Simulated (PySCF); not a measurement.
## Field gradients at the hydrogen positions

Compound: C5H8O4.
Cartesian coordinates in Å at the GFN2-xTB level; atoms count from 1:
```
atom  x, y, z in Å
C1     2.568   -0.397    0.822
O2     1.279    0.208    0.784
C3     0.442   -0.224   -0.152
O4     0.700   -1.034   -0.998
C5    -0.899    0.515   -0.052
C6    -0.920    1.689   -1.021
O7    -1.957   -0.379   -0.409
C8    -1.988   -1.518    0.257
O9    -1.247   -1.840    1.138
H10    2.519   -1.316    1.409
H11    3.234    0.320    1.295
H12    2.902   -0.634   -0.189
H13   -1.036    0.845    0.985
H14   -0.747    1.329   -2.032
H15   -0.145    2.401   -0.751
H16   -1.889    2.179   -0.982
H17   -2.824   -2.131   -0.115
```

Level: PBE0/pcSseg-1 (PySCF, non-relativistic); Q(2H) = 0.00286 b; rigid geometry, the same for H and D, with no vibrational averaging.

Problem. Rank these positions by the coupling χzz of a deuteron there, largest first.
A. H10 (methyl hydrogen)
B. H17 (formyl hydrogen)
C. H11 (methyl hydrogen)
D. H16 (methyl hydrogen)

Solution. D (212 kHz), C (206 kHz), A (200 kHz), B (187 kHz).

Problem. What are Vzz, η and χzz (234.96 MHz × Q × Vzz) at all hydrogens?

Solution. 
```tsv
atom	bonded to	bond length (Å)	Vzz (au)	η	χzz (kHz)
H10	C1	1.091	0.2976	0.09	200
H11	C1	1.087	0.3060	0.08	206
H12	C1	1.091	0.2929	0.10	197
H13	C5	1.097	0.2803	0.07	188
H14	C6	1.087	0.3099	0.03	208
H15	C6	1.086	0.3137	0.03	211
H16	C6	1.086	0.3147	0.03	212
H17	C8	1.101	0.2782	0.04	187
```

Problem. How does χzz go with the bond length over the 8 C–H bonds?

Solution. A straight-line fit has a slope of -16.9 kHz for each 0.01 Å, with a correlation coefficient of -0.96, over lengths from 1.086 to 1.101 Å. The longer bonds have the smaller couplings here.

Problem. A static deuteron (I = 1) shows a doublet split by (3/2)χ, (3/4)χ(1 + η) and (3/4)χ(1 − η) with the field along z, y and x of the gradient. What are these for H17?

Solution. With |χ| = 186.9 kHz and η = 0.037: 280, 145 and 135 kHz, to first order and without motion.

One conformer (not necessarily the lowest) at the GFN2-xTB geometry, without solvent, vibrations or thermal averaging. GFN2-xTB bond lengths can be off by several hundredths of an ångström, more for odd bonds, and the gradients follow them. With a basis this small, the couplings can be 20 % off.

The run behind these numbers computed NMR shieldings as well. Time: 34 s wall. Hardware: Arm Neoverse V1, one thread, on a shared host.
